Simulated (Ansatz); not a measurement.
Species: silylphosphine, sum formula SiPH5 (charge 0, singlet). 
Structure (B3LYP-D3(BJ)/def2-TZVP (Ansatz, an electronic-structure program) minimum search):
```
Si
H 1 1.4814
H 1 1.4814 2 109.01
H 1 1.4818 2 108.98 3 -118.83
P 1 2.2675 2 107.93 4 -124.18
H 5 1.4194 1 94.18 2 168.19
H 5 1.4194 6 93.73 1 94.47
```

Basis-set convergence of Hartree-Fock and MP2 correlation energies (hartree) with Ansatz. Correlated levels leave the core frozen unless marked. No spin-orbit coupling. No relativistic terms.

```csv
basis,functions,E(HF),"E(corr, MP2)"
def2-SVP,61,-632.37519,-0.23035
def2-TZVPP,154,…,…
```

Task: Some entries are withheld; supply them.

Result: 
- def2-TZVPP, E(HF): -632.59852
- def2-TZVPP, E(corr, MP2): -0.29306
